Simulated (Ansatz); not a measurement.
Ansatz (an electronic-structure program) input (PBE0/def2-TZVP):

Ansatz 0.2 input:
```yaml
crystal:
  periodic: [false, false, false]
  atoms:
    - {symbol: Hf, position_ang: [-0.00000000, -0.00000000, -0.20317062]}
    - {symbol: F, position_ang: [0.00000000, 0.00000000, 1.62536498]}
basis:
  gaussian:
    orbitals: def2-TZVP
hamiltonian:
  xc: {name: PBE0}
total_charge: 1
magnetization: {spin_polarized: true, initial_magnetization: 2}
relax: {f_tol: 0.003, max_steps: 100}
```

End of the output:

```
integrals: 0.01 GiB planned
549 factors; their error is unknown
mean field: 0.20 GiB planned
mean field evaluation 1: about -3994.7302 eV, gradient 7.7e1 eV
mean field evaluation 2: about -3676.7224 eV, gradient 1.8e2 eV
mean field evaluation 4: about -4012.3497 eV, gradient 8.2e0 eV
mean field evaluation 8: about -4012.6435 eV, gradient 1.3e-1 eV
mean field evaluation 16: about -4012.6652 eV, gradient 1.8e-3 eV
mean field evaluation 32: about -4011.6899 eV, gradient 1.0e1 eV
mean field evaluation 64: about -4012.7555 eV, gradient 7.8e-1 eV
mean field -4013.77422430 eV, -147.5034821092 hartree, gradient 1.9e-5 eV, S^2 2.002450; 5 other end points of the search recorded, 0 dependent functions left out
the calculation of the forces begins
reference -4013.77425483 eV, -147.5034832312 hartree; 11, 9 occupied and 60, 62 virtual orbitals, 549 factors
relax step   1: F+E_penalty+E_count = -4013.77422430 eV  Δ(F+E_penalty+E_count) = +0.000e0 eV  max|allowed force component| = 4.242e-1 eV/Å  Δτ_max = 0.0000 Å  (187 SCF iters, accepted)
these checks for a lower state are left out or cut short: starts, cluster_reference, orbital_swaps, neighbouring_geometries, increment
integrals: 0.01 GiB planned
549 factors; their error is unknown
mean field: 0.20 GiB planned
mean field -4013.77680077 eV, -147.5035767926 hartree, gradient 1.5e-5 eV, S^2 2.002423; 0 other end points of the search recorded, 0 dependent functions left out
the calculation of the forces begins
reference -4013.77683140 eV, -147.5035779182 hartree; 11, 9 occupied and 60, 62 virtual orbitals, 549 factors
relax step   2: F+E_penalty+E_count = -4013.77680077 eV  Δ(F+E_penalty+E_count) = -2.576e-3 eV  max|allowed force component| = 5.045e-2 eV/Å  Δτ_max = 0.0054 Å  (33 SCF iters, accepted)
these checks for a lower state are left out or cut short: starts, cluster_reference, orbital_swaps, neighbouring_geometries, increment
integrals: 0.01 GiB planned
549 factors; their error is unknown
mean field: 0.20 GiB planned
mean field -4013.77683639 eV, -147.5035781017 hartree, gradient 1.1e-5 eV, S^2 2.002420; 0 other end points of the search recorded, 0 dependent functions left out
the calculation of the forces begins
reference -4013.77686703 eV, -147.5035792277 hartree; 11, 9 occupied and 60, 62 virtual orbitals, 549 factors
relax step   3: F+E_penalty+E_count = -4013.77683639 eV  Δ(F+E_penalty+E_count) = -3.562e-5 eV  max|allowed force component| = 5.773e-4 eV/Å  Δτ_max = 0.0007 Å  (35 SCF iters, accepted)
integrals: 0.01 GiB planned
549 factors; their error is unknown
mean field: 0.20 GiB planned
mean field evaluation 96: about -4012.5987 eV, gradient 1.6e0 eV
mean field evaluation 128: about -4013.5852 eV, gradient 5.6e0 eV
mean field -4013.77683639 eV, -147.5035781017 hartree, gradient 1.1e-5 eV, S^2 2.002420; 6 other end points of the search recorded, 0 dependent functions left out
the calculation of the forces begins
reference -4013.77686703 eV, -147.5035792277 hartree; 11, 9 occupied and 60, 62 virtual orbitals, 549 factors
Total energy: -4013.77686703 eV, -147.5035792277 hartree
Atom 0 at    -0.000000     0.000000    -0.197068 Å, force     0.000000     0.000000    -0.000577 eV/Å
Atom 1 at     0.000000    -0.000000     1.619262 Å, force    -0.000000    -0.000000     0.000577 eV/Å
Dipole moment:    -0.000000    -0.000000    -0.830357 e Å
```

This is an excited triplet: at this geometry the singlet lies 0.18 eV lower at CCSD(T)/CBS(def2-TZVPPD,def2-QZVPPD).
